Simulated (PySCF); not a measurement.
C2H7BOSi.
Atom-mapped SMILES: `[BH2:1]/[CH:2]=[CH:3]/[O:4][SiH3:5]` (hydrogens: H6, H7 on B1; H8 on C2; H9 on C3; H10, H11, H12 on Si5)

Computed by this run: PBE0-D3(BJ)/def2-SVP geometry optimisation, gas phase (PySCF); density fitting, grid level 1; the optimiser is geomeTRIC in internal coordinates, started from a GFN2-xTB structure with every atom displaced at random (about 0.01 Å).

Step 2: E = -12773.4246 eV
```
atom  x, y, z in Å  |  force x, y, z in eV/Å
B1      2.6404    0.3014    0.4893   -0.071  -0.012  -0.071
C2      1.4994   -0.1766   -0.3955    0.119   0.091  -0.033
C3      0.2319    0.0122    0.0363   -0.368  -0.164  -0.075
O4     -0.8477   -0.3543   -0.6613    0.272   0.037  -0.019
Si5    -2.4809   -0.1942   -0.2724   -0.055   0.018   0.028
H6      2.3496    0.8083    1.5518    0.105   0.019   0.058
H7      3.8016    0.2002    0.1580   -0.049   0.005   0.054
H8      1.6283   -0.6372   -1.3811   -0.025  -0.031   0.021
H9      0.0342    0.4755    1.0152    0.051   0.024   0.001
H10    -3.2169   -0.7661   -1.4270    0.010  -0.002   0.005
H11    -2.7762   -0.9520    0.9780    0.006   0.016   0.010
H12    -2.8136    1.2483   -0.0897    0.004  -0.002   0.022
```

Step 3: E = -12773.4301 eV
```
atom  x, y, z in Å  |  force x, y, z in eV/Å
B1      2.6320    0.3050    0.4980   -0.105  -0.024  -0.053
C2      1.4962   -0.1664   -0.4006    0.080   0.042   0.013
C3      0.2200    0.0068    0.0137   -0.072   0.030   0.170
O4     -0.8493   -0.3629   -0.6859    0.099  -0.046  -0.152
Si5    -2.4766   -0.1957   -0.2723   -0.095   0.025   0.067
H6      2.3674    0.8085    1.5701   -0.001   0.005   0.002
H7      3.7907    0.1945    0.1737    0.036  -0.010  -0.004
H8      1.6372   -0.6352   -1.3798    0.013  -0.019  -0.021
H9      0.0175    0.4762    0.9900    0.022   0.003  -0.005
H10    -3.2321   -0.7674   -1.4128   -0.001  -0.006  -0.011
H11    -2.7535   -0.9458    0.9875    0.013   0.005  -0.007
H12    -2.7996    1.2481   -0.0802    0.011  -0.005   0.000
```

Question: Estimate the geometry and energy of step 4. (The exact step hangs on the optimiser's Hessian estimate; all steps are aligned on step 3, rigid shifts and turns removed.)

Answer: E = -12773.4296 eV, largest force 0.179 eV/Å
```
atom  x, y, z in Å  |  force x, y, z in eV/Å
B1      2.6260    0.3054    0.4938    0.000  -0.016   0.000
C2      1.4870   -0.1607   -0.3984    0.082   0.047   0.143
C3      0.2131    0.0118    0.0265    0.159  -0.006  -0.082
O4     -0.8404   -0.3622   -0.6914   -0.160  -0.026  -0.035
Si5    -2.4704   -0.1980   -0.2770   -0.065   0.013   0.049
H6      2.3767    0.8146    1.5675   -0.028   0.002  -0.012
H7      3.7831    0.1821    0.1683    0.041  -0.004  -0.014
H8      1.6223   -0.6379   -1.3751   -0.012   0.015  -0.003
H9      0.0107    0.4837    1.0018   -0.020  -0.020  -0.027
H10    -3.2248   -0.7680   -1.4191   -0.003  -0.001  -0.006
H11    -2.7419   -0.9499    0.9823    0.003  -0.004  -0.004
H12    -2.7912    1.2450   -0.0779    0.004   0.000  -0.007
```

The energy changes by +0.0005 eV. The first-order estimate −F·Δx gives -0.0037 eV and the mean of the old and new forces, exact on a quadratic surface, +0.0006 eV. The step makes an angle of 75° with the force vector and moves no atom by more than 0.016 Å.

What follows is the cost of the whole optimisation. The run took 34 s of wall time on Arm Neoverse V1, one thread, no GPU, on a shared host, and the process peaked at 0.44 GiB of memory.
